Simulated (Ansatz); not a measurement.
Abridged output of a molecular run in Ansatz:

```
Functional definition: HF
890 factors; integrals over basis functions are off by at most 5.7e-4 eV
mean field evaluation 1: about -31854.2817 eV, gradient 3.3e1 eV
mean field evaluation 2: about -31854.3796 eV, gradient 3.3e1 eV
mean field evaluation 4: about -31856.8973 eV, gradient 2.3e0 eV
mean field evaluation 8: about -31856.9322 eV, gradient 2.0e-1 eV
mean field -31856.93252661 eV, -1170.7206769486 hartree, gradient 4.8e-6 eV, S^2 0.000000; 0 other end points of the search recorded, 0 dependent functions left out
15 core orbitals not correlated: weight in the atoms' cores, before any rotation towards them, 1.000 or more for the frozen orbitals, at most 0.000 for the correlated occupied ones
reference -31856.93252661 eV, -1170.7206769486 hartree; 18, 18 occupied and 53, 53 virtual orbitals, 890 factors
second order -15.14396144 eV of doubles, -0.00000000 eV of singles
cycle   1  -15.71206000 eV  change   -5.7e-1 eV  update   9.6e-2
cycle   2  -16.06495649 eV  change   -3.5e-1 eV  update   3.0e-2
cycle   3  -16.16970915 eV  change   -1.0e-1 eV  update   1.7e-2
cycle   4  -16.16942364 eV  change    2.9e-4 eV  update   3.4e-3
cycle   5  -16.16678267 eV  change    2.6e-3 eV  update   1.4e-3
cycle   6  -16.16650333 eV  change    2.8e-4 eV  update   4.2e-4
cycle   7  -16.16638976 eV  change    1.1e-4 eV  update   1.5e-4
cycle   8  -16.16635303 eV  change    3.7e-5 eV  update   4.5e-5
perturbative correction -0.36212327 eV, -0.0133077848 hartree
Total energy: -31873.46100292 eV, -1171.3280872495 hartree
```

Its atoms:

Z-matrix (Å, degrees):
```
Sn
S 1 2.366
Cl 1 2.307 2 109.8
F 1 1.911 2 108.3 3 111.6
H 1 1.693 2 115.2 3 -128.0
H 2 1.345 1 92.0 3 -40.8
```

Problem. Which basis set was used?
A. def2-QZVPP
B. def2-SVPD
C. cc-pV(T+d)Z
D. def2-SVP

Solution. D. It gives 86 functions.

Problem. Write the keys of the input that set method, charge and spin (a neutral closed shell needs none for the last two).

Solution. 
```yaml
correlation: {method: ccsd_t}
```
